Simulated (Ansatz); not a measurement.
Consider the formal loss of a carbene: `CNB(F)[SiH3]` → `[CH2]` (triplet) + `NB(F)[SiH3]`.

Program: Ansatz. Geometries: PBE0-D4/def2-TZVP. ΔE: electronic, gas phase. CBS: MP2 limit from def2 TZ/QZ plus the TZ coupled-cluster correction, frozen cores. This one scheme is used for every species. Functionals use def2-TZVPP. Triplets are unrestricted, without spin–orbit coupling. Each species was taken in one conformer, which may not be the lowest.

`CNB(F)[SiH3]`:

Cartesian coordinates in Å:
```
C 1.065 0.648 -1.232
N 0.969 -0.597 -0.510
B 0.047 -0.970 0.460
F 0.185 -2.207 0.982
Si -1.489 0.152 1.177
H 0.273 1.321 -0.907
H 2.024 1.143 -1.052
H 0.957 0.495 -2.310
H 1.675 -1.279 -0.753
H -1.596 1.499 0.548
H -1.331 0.350 2.645
H -2.781 -0.556 0.953
```

`[CH2]` (triplet):

Cartesian coordinates in Å:
```
C 0.083 0.263 0.019
H 0.902 -0.435 0.089
H -0.985 0.173 -0.107
```

`NB(F)[SiH3]`:

```xyz
9

N     0.509   -0.768   -1.373
B    -0.463   -0.122   -0.615
F    -1.681    0.032   -1.161
Si   -0.107    0.586    1.255
H     0.330   -1.117   -2.301
H     1.444   -0.925   -1.041
H    -0.301    2.061    1.315
H    -1.025   -0.035    2.249
H     1.294    0.289    1.673
```

Question: Is it downhill or uphill in electronic energy at CCSD(T)/CBS, and by how much? (An estimate is asked.)

Answer: Ansatz gave: Uphill: ΔE = +400.8 kJ/mol.

Question: What do these levels give: ωB97M-V, PBE0, MP2/def2-TZVPP, CCSD(T)/def2-TZVPP, HF/def2-QZVPP, HF/CBS(def2)? (Best estimate.)

Answer: Computed: ωB97M-V 403.3, PBE0 394.4, MP2/def2-TZVPP 400.6, CCSD(T)/def2-TZVPP 390.5, HF/def2-QZVPP 254.2, HF/CBS(def2) 254.2 kJ/mol.

Largest T1 diagnostic among the species: 0.013.

The D4 term adds +10.6 kJ/mol with B3LYP and +5.8 kJ/mol with PBE0; it sums over pairs of atoms, weighted by their polarisabilities, and B3LYP, whose exchange is more repulsive, gets the larger term. From PBE to PBE0 (25 % exact exchange), in def2-TZVPP and without D4, ΔE moves by −9.0 kJ/mol. In def2-TZVPP, CCSD(T) changes the Hartree–Fock value by +136.4 kJ/mol (the triples alone add +11.4 kJ/mol) and MP2 by +146.5 kJ/mol.

B3LYP here is the variant with VWN-RPA as its local correlation; programs differ in this.
